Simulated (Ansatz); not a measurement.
Isolated molecules relaxed with PBE0-D4/def2-TZVP in Ansatz; ΔE leaves out vibrations. CCSD(T)/CBS adds triple-zeta CCSD(T) − MP2 to the extrapolated MP2 energy (def2 sets, frozen cores). This one scheme is used for every species. One conformer a species, not always the lowest.

Consider the ligand exchange at the Si–N bond: `BN(CC)[SiH2]Cl` + `N[SiH](O)O` → `O[SiH](O)N[SiH2]Cl` + `BNCC`.

`BN(CC)[SiH2]Cl`:

Z-matrix (Å, degrees):
```
C
N 1 1.469
C 1 1.516 2 112.3
H 1 1.092 2 108.0 3 121.7
H 1 1.095 2 109.2 3 -122.7
B 2 1.400 1 121.2 3 -91.6
Si 2 1.734 1 117.6 3 89.6
H 3 1.092 1 111.3 2 -59.5
H 3 1.092 1 110.5 2 -179.5
H 3 1.092 1 110.4 2 60.6
H 6 1.197 2 119.3 1 179.6
H 6 1.199 2 119.2 1 -0.4
Cl 7 2.058 2 110.1 1 69.2
H 7 1.481 2 110.2 1 -46.8
H 7 1.474 2 109.5 1 -171.3
```

`N[SiH](O)O`:

```xyz
9

N     0.844   -0.425   -0.831
Si   -0.570    0.008    0.037
O    -0.585    1.644    0.149
O    -0.535   -0.811    1.456
H     1.108   -1.395   -0.900
H     1.080    0.069   -1.677
H    -1.881   -0.330   -0.548
H     0.239    2.072    0.386
H     0.300   -0.831    1.927
```

`O[SiH](O)N[SiH2]Cl`:

Z-matrix (Å, degrees):
```
Si
O 1 1.637
N 1 1.729 2 106.3
O 1 1.629 2 107.6 3 -123.2
H 1 1.476 2 115.1 3 120.8
H 2 0.961 1 118.1 3 -48.1
Si 3 1.707 1 126.9 2 -11.0
H 3 1.010 1 116.6 2 158.9
H 4 0.959 1 118.1 2 48.7
Cl 7 2.077 3 111.5 1 64.4
H 7 1.479 3 109.2 1 -177.5
H 7 1.477 3 112.0 1 -52.4
```

`BNCC`:

```xyz
12

B     1.659    0.963   -0.595
N     0.492    0.785    0.125
C    -0.685    0.049   -0.287
C    -0.971   -1.144    0.606
H     2.553    1.590   -0.104
H     1.743    0.484   -1.691
H     0.419    1.178    1.051
H    -0.520   -0.277   -1.316
H    -1.554    0.718   -0.299
H    -1.131   -0.832    1.642
H    -1.870   -1.668    0.275
H    -0.135   -1.846    0.591
```

| species | CCSD(T)/CBS(def2) energy (Eh) |
| --- | --- |
| `BN(CC)[SiH2]Cl` | -909.98109 |
| `N[SiH](O)O` | -497.28304 |
| `O[SiH](O)N[SiH2]Cl` | -1246.82512 |
| `BNCC` | -160.44809 |

Task: Work out ΔE.

Result: ΔE = (-1246.82512) + (-160.44809) − (-909.98109) − (-497.28304) = -0.00908 Eh = -23.8 kJ/mol.

Largest T1 diagnostic among the species: 0.012.

In def2-TZVPP, CCSD(T) changes the Hartree–Fock value by +6.1 kJ/mol (the triples alone add +0.8 kJ/mol) and MP2 by +8.3 kJ/mol.
